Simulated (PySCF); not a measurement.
A mixed set of molecules. Level of theory: TDDFT B3LYP/def2-SVPD, vertical, gas phase, core orbitals frozen in the response in PySCF. Geometries: GFN2-xTB; one conformer of each isolated species. Triplets are in the Tamm–Dancoff approximation. 'Strongest' means the level of largest summed f among the lowest 8 singlets; it needn't be the same kind of state in each.

Question: Rank by computed HOMO energy, lowest first.
A. `[C@H]1([C@H]([S@](C1)=O)OC)F`
B. `C[C@@H]1CS(=O)(=O)[C@H]1F`
C. `C1(CC1)CC`
D. `C(CNN)CC`
E. `CNNC(C)C`
F. `C[Si@H](C#CC#N)[SiH2][SiH3]`
G. `NC(=S)CCF`
H. `C=C(C)CC`

Answer: B (-8.29 eV), F (-8.00 eV), C (-7.71 eV), H (-6.86 eV), A (-6.65 eV), D (-6.27 eV), G (-5.98 eV), E (-5.38 eV).

```json
{"SMILES": "C[C@@H]1CS(=O)(=O)[C@H]1F", "HOMO (eV)": "-8.29", "gap (eV)": "8.22", "strongest (eV)": "7.48", "T1 (eV)": "6.60", "first f ≥ 0.01 (nm)": "166", "S1 mainly": "H→L (93%)"}
{"SMILES": "C[Si@H](C#CC#N)[SiH2][SiH3]", "HOMO (eV)": "-8.00", "gap (eV)": "6.05", "strongest (eV)": "6.30", "T1 (eV)": "3.96", "first f ≥ 0.01 (nm)": "250", "S1 mainly": "H→L+1 (38%)"}
{"SMILES": "CCC1CC1", "HOMO (eV)": "-7.71", "gap (eV)": "8.38", "strongest (eV)": "7.87", "T1 (eV)": "7.34", "first f ≥ 0.01 (nm)": "166", "S1 mainly": "H→L (94%)"}
{"SMILES": "C=C(C)CC", "HOMO (eV)": "-6.86", "gap (eV)": "7.08", "strongest (eV)": "7.05", "T1 (eV)": "4.47", "first f ≥ 0.01 (nm)": "193", "S1 mainly": "H→L+1 (64%)"}
{"SMILES": "CO[C@@H]1[C@@H](F)C[S@@]1=O", "HOMO (eV)": "-6.65", "gap (eV)": "6.17", "strongest (eV)": "6.55", "T1 (eV)": "4.36", "first f ≥ 0.01 (nm)": "245", "S1 mainly": "H→L (89%)"}
{"SMILES": "CCCCNN", "HOMO (eV)": "-6.27", "gap (eV)": "6.53", "strongest (eV)": "6.31", "T1 (eV)": "5.38", "first f ≥ 0.01 (nm)": "224", "S1 mainly": "H→L (93%)"}
{"SMILES": "NC(=S)CCF", "HOMO (eV)": "-5.98", "gap (eV)": "4.64", "strongest (eV)": "5.10", "T1 (eV)": "2.99", "first f ≥ 0.01 (nm)": "243", "S1 mainly": "H→L (99%)"}
{"SMILES": "CNNC(C)C", "HOMO (eV)": "-5.38", "gap (eV)": "5.82", "strongest (eV)": "7.06", "T1 (eV)": "4.76", "first f ≥ 0.01 (nm)": "220", "S1 mainly": "H→L (94%)"}
```

H and L stand for HOMO and LUMO.

- `C[C@@H]1CS(=O)(=O)[C@H]1F`: Löwdin shares by element: HOMO oxygen 42%, carbon 16% or more, sulfur 13% (atoms not listed hold the other 30%); LUMO carbon 25% or more, sulfur 15%, hydrogen 10% or more (atoms not listed hold the other 50%).
- `C[Si@H](C#CC#N)[SiH2][SiH3]`: Löwdin shares by element: HOMO carbon 35% or more, silicon 29% or more (atoms not listed hold the other 36%); LUMO carbon 56% or more, nitrogen 18% (atoms not listed hold the other 26%).
- `CCC1CC1`: Löwdin shares by element: HOMO carbon 77% or more (atoms not listed hold the other 23%); LUMO carbon 40% or more, hydrogen 6% or more (atoms not listed hold the other 54%).
- `C=C(C)CC`: Löwdin shares by element: HOMO carbon 82% or more (atoms not listed hold the other 18%); LUMO carbon 57% or more, hydrogen 6% or more (atoms not listed hold the other 37%).
- `CO[C@@H]1[C@@H](F)C[S@@]1=O`: Löwdin shares by element: HOMO oxygen 48%, sulfur 28%, carbon 10% or more; LUMO sulfur 42%, carbon 22% or more, oxygen 10% or more (atoms not listed hold the other 26%).
- `CCCCNN`: Löwdin shares by element: HOMO nitrogen 69%, carbon 15% or more (atoms not listed hold the other 16%); LUMO hydrogen 25% or more, carbon 21% or more (atoms not listed hold the other 54%).
- `NC(=S)CCF`: S1 has the pattern of n→π* at C=S.
- `CNNC(C)C`: Löwdin shares by element: HOMO nitrogen 75%, carbon 6% or more (atoms not listed hold the other 19%); LUMO carbon 43% (atoms not listed hold the other 57%).
